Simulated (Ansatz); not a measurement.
Diatomic ZnNi, multiplicity 3 (lowest of 2S+1 = 1, 3 at PBE0/def2-TZVPP; our sources give no spin for the ground state, which may be another). No spin–orbit coupling. Ni is treated without relativity. Zn is treated without relativity.

The constants come from a fifth-degree fit in 1/R (seven points, main isotopes). Runs in def2 and cc sets follow the lowest solution found near the PBE0 minimum.

Programs: Ansatz (Gaussian orbitals). Each number belongs to the level named beside it.

Question: What bond length and harmonic frequency does PBE/def2-TZVPP give?

Answer: r_e = 2.392 Å, ω_e = 204 cm⁻¹.

Question: What bond length and harmonic frequency does B97M-V/def2-TZVPP give?

Answer: r_e = 2.431 Å, ω_e = 183 cm⁻¹.

Question: What bond length and harmonic frequency does CAM-B3LYP/def2-TZVPP give?

Answer: r_e = 2.424 Å, ω_e = 184 cm⁻¹.

Ansatz is an electronic-structure program.
